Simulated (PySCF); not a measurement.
This PySCF input asks for the NMR shieldings of `InChI=1S/C4H14O2SSi2/c1-4(2,5-8)6-9-7-3/h9H2,1-3,8H3`; the geometry comes from GFN2-xTB.

```python
import basis_set_exchange as bse
import numpy as np
from pyscf import gto, dft
from pyscf.prop import nmr

atoms = """
C     3.654000   -0.687949    0.877963
S     3.516217    0.134546   -0.743110
Si    1.516759    0.881625   -0.660852
O     0.683168   -0.388002   -0.082095
C    -0.699991   -0.322505    0.075208
C    -1.026816   -0.553057    1.550189
C    -1.332720   -1.391264   -0.814379
O    -1.092815    0.953908   -0.326253
Si   -2.532820    1.696663   -0.406439
H     2.854261   -1.413500    0.976540
H     4.618478   -1.183077    0.898853
H     3.597772    0.054101    1.667894
H     1.473596    2.010462    0.263834
H     1.196911    1.236025   -2.031706
H    -0.589233   -1.493388    1.873166
H    -0.603761    0.258716    2.136954
H    -2.102796   -0.580805    1.695385
H    -0.900242   -2.359447   -0.578676
H    -2.407191   -1.420919   -0.659396
H    -1.123434   -1.150485   -1.853593
H    -2.099625    2.975603   -0.940311
H    -3.455028    0.974488   -1.286955
H    -3.149443    1.795246    0.919839
"""
names = dict.fromkeys(["C", "S", "Si", "O", "H"], "pcSseg-1")
basis = {el: gto.basis.parse(bse.get_basis(n, elements=[el], fmt="nwchem")) for el, n in names.items()}
mol = gto.M(atom=atoms, basis=basis, charge=0, verbose=0)
mf = dft.RKS(mol, xc="PBE0")
mf.grids.level = 2
mf.grids.alignment = dft.numint.BLKSIZE   # the property module wants whole blocks of grid points
mf.conv_tol = 1e-9
mf.kernel()

calc = nmr.RKS(mf)   # GIAO
C = mf.mo_coeff
Co = C[:, mf.mo_occ > 0]
resp = mf.gen_response(singlet=True, hermi=2)
def vind(x):   # induced exchange potential for any number of trial vectors
    d = np.einsum("pi,xij,qj->xpq", C, 2 * x.reshape(-1, C.shape[1], Co.shape[1]), Co, optimize=True)
    return np.einsum("xpq,pi,qj->xij", resp(d - d.transpose(0, 2, 1)), C, Co, optimize=True).ravel()
mo1, _ = nmr.rhf.solve_mo1(calc, with_cphf=vind)
sigma = calc.kernel(mo1)
for i, s in enumerate(sigma):   # ppm
    w = np.linalg.eigvalsh((s + s.T) / 2)
    print("%2d %-2s iso %8.1f  s11 %8.1f  s22 %8.1f  s33 %8.1f" % (i, mol.atom_pure_symbol(i), w.mean(), *w))
```

Problem. What does it print?

Solution. 
```
 0 C  iso    174.2  s11    165.8  s22    167.0  s33    189.9
 1 S  iso    686.8  s11    600.0  s22    650.0  s33    810.4
 2 Si iso    376.9  s11    339.1  s22    378.2  s33    413.4
 3 O  iso    229.9  s11    154.2  s22    246.5  s33    289.0
 4 C  iso     86.3  s11     74.9  s22     77.8  s33    106.2
 5 C  iso    155.9  s11    138.4  s22    145.0  s33    184.1
 6 C  iso    155.4  s11    138.3  s22    143.7  s33    184.2
 7 O  iso    251.7  s11    222.7  s22    224.8  s33    307.7
 8 Si iso    395.0  s11    358.9  s22    359.2  s33    467.0
 9 H  iso     29.4  s11     22.5  s22     29.8  s33     35.8
10 H  iso     29.8  s11     23.9  s22     26.9  s33     38.5
11 H  iso     29.8  s11     25.1  s22     27.0  s33     37.2
12 H  iso     26.2  s11     21.0  s22     26.8  s33     30.9
13 H  iso     26.6  s11     22.1  s22     26.2  s33     31.7
14 H  iso     30.1  s11     26.9  s22     28.2  s33     35.1
15 H  iso     30.2  s11     27.2  s22     28.5  s33     34.8
16 H  iso     30.3  s11     26.7  s22     28.6  s33     35.5
17 H  iso     30.0  s11     26.7  s22     28.2  s33     35.2
18 H  iso     30.3  s11     26.7  s22     28.6  s33     35.6
19 H  iso     30.1  s11     27.1  s22     28.3  s33     34.8
20 H  iso     26.9  s11     22.9  s22     25.4  s33     32.3
21 H  iso     26.7  s11     23.0  s22     25.3  s33     31.9
22 H  iso     26.7  s11     23.0  s22     25.3  s33     31.9
```

These numbers come from an equivalent density-fitted implementation of the same equations, which agrees with the script to about 0.01 ppm for H and up to a few tenths of a ppm for heavy atoms, so last digits may differ.

Problem. Turn these shieldings into chemical shifts. Referencing at the same level of theory: ¹³C (σref 186.93), ²⁹Si (σref 349.16), ¹H (σref 31.72) against TMS; CS2 for ³³S (σref 503.73); ¹⁷O (σref 336.08) vs H2O.

Solution. Averaging equivalent atoms: C 4: 100.6; C 5/6: 31.3; C 0: 12.7; S 1: -183; Si 2: -27.8; Si 8: -45.9; O 3: 106.2; O 7: 84.3; H 12/13: 5.28; H 20/21/22: 4.92; H 9/10/11: 2.09; H 14/15/16/17/18/19: 1.56 ppm. Experimental scales use liquid or dissolved standards, which lie at an offset from isolated H2O (liquid H2O: subtract about 36 ppm).

Size and cost of the density-fitted run: 244 basis functions, 93 s wall time on 1 thread of an Arm Neoverse N1, shared host; peak memory 1.1 GiB.
